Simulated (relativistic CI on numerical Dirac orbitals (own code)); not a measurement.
**Hyperfine structure of La37+, mass number 137**

Calculated at this level of theory: Dirac-Coulomb-Breit CI, separate exchange-only KLI orbitals for each configuration, QED by a radiative potential, unscaled Slater integrals (own radial code, finite nucleus).

Configurations in the expansion (outside the closed core [Ne]): 3s²3p⁶3d², 3s²3p⁵3d³, 3s3p⁶3d³, 3s²3p⁶3d4s, 3s²3p⁶3d4p, 3s²3p⁶3d4d, 3s²3p⁵3d²4s, 3s²3p⁶3d4f, 3s²3p⁵3d²4p, 3s²3p⁵3d²4d, 3p⁶3d⁴, 3p⁵3d⁵, 3p⁵3d⁴4s, 3p⁶3d³4s, 3p⁵3d³4s². Double excitations out of closed p, d and f shells are left out; levels of such configurations are missing from the list, as are those of other unlisted configurations, and high levels can miss mixing partners. These lack a partner that the ground configuration has and come out too high: 3s²3p⁵3d²4p, 3s²3p⁵3d²4d.

Nuclear spin I = 7/2, μ = 2.696 μN, Q = 0.21 b (tables of Stone and Pyykkö). The electronic factors are computed for point nuclear moments, without core polarisation or the Bohr-Weisskopf and QED corrections.

| Level | E (cm⁻¹) | A (MHz) | B (MHz) |
| --- | --- | --- | --- |
| 3s²3p⁶3d² ³F2 | 0 | 31720 | 934 |
| 3s²3p⁶3d² ³F3 | 154566 | 18310 | 2560 |
| 3s²3p⁶3d² ³F4 | 226647 | 18400 | 8930 |
| 3s²3p⁶3d² ³P1 | 241383 | -763.2 | 2540 |
| 3s²3p⁶3d² ¹G4 | 367026 | 14300 | 9380 |
| 3s²3p⁶3d² ³P2 | 402751 | 12690 | -4260 |

Levels with J = 0, under 50 % of one LS term, or S terms without an open s electron are left out. Small factors come from cancelling terms and can be off by tens of per cent or more.

At this charge energies of transitions that change n are usually good to better than 1 %, and those within a shell (Δn = 0) to a few per cent. Terms inside the open d or f shell come out 10 to 20 % too wide with unscaled integrals.

**Question.** Give the hyperfine levels of 3s²3p⁶3d² ³F2 relative to its centre of gravity.

**Answer.** With K = F(F + 1) − I(I + 1) − J(J + 1), E = AK/2 + B[¾K(K + 1) − I(I + 1)J(J + 1)]/[2I(2I − 1)J(2J − 1)]: F = 3/2: -284900, F = 5/2: -206100, F = 7/2: -95420, F = 9/2: 47260, F = 11/2: 222200 MHz.

LS names give the leading component of a level, which can be under half, so a name can repeat, a term be missing and a line seem to break the LS rules.
